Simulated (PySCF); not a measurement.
Gas-phase XPS of chloromethylgermane, computed

Chloromethylgermane, CH5ClGe.
Atom-mapped SMILES: `[Cl:1][CH2:2][GeH3:3]`

Structure used (PBE0-D3(BJ)/def2-SVP), in Å, numbered top down from 1:
```
atom  x, y, z in Å
Cl1    1.939    0.216    1.168
C2     0.973   -0.090   -0.305
Ge3   -0.946    0.037    0.108
H4     1.232   -1.089   -0.680
H5     1.263    0.652   -1.061
H6    -1.249    1.451    0.624
H7    -1.294   -1.004    1.183
H8    -1.762   -0.240   -1.170
```

Method used: delta-SCF UKS SCAN, pcX-2 on the ionised atom, pcseg-1 elsewhere, spin-free X2C (PySCF 2.14.0). Binding energies are ΔSCF values: E(core-ionised, relaxed orbitals) − E(ground state) at a fixed geometry, referred to the vacuum level.

Q: List the computed XPS lines with their assignment.

A: 
```csv
atom(s),bonded to,level,binding energy (eV),2p1/2 (eV),count
Cl1,C,Cl 1s,2828.62,–,1
C2,"Cl, 2 H and Ge",C 1s,291.99,–,1
Cl1,C,Cl 2p3/2,206.02,207.68,1
```

Q: Which effective nuclear charge Zeff reproduces each element's mean 1s value in the hydrogen-like formula E = 13.606 eV × Zeff²?

A: C (Z = 6): mean 292.0 eV, Zeff = 4.63, Z − Zeff = 1.37; Cl (Z = 17): mean 2828.6 eV, Zeff = 14.42, Z − Zeff = 2.58. Means run over the listed sites, weighted by atom count.

Q: Which photon energy gives electrons from Cl 1s of Cl1 a kinetic energy of 150 eV, and what is their de Broglie wavelength?

A: hν = 2828.62 + 150 = 2978.62 eV, recoil neglected; λ = 12.264 Å/√(E/eV) = 1.00 Å.

For 2p shells one spin-free hole was relaxed; a mean-field spin–orbit operator and the ground-state splitting of the three 2p orbitals were then diagonalised within the shell. The shell's mean is (2 × 2p3/2 + 2p1/2)/3, and the degeneracies 2j + 1 give areas of 2:1. 2p1/2 minus 2p3/2 (ligand field included): Cl 1.65 eV. No level of germanium is listed. Geometry: PBE0-D3(BJ)/def2-SVP; no solvent, vibrations or thermal averaging.
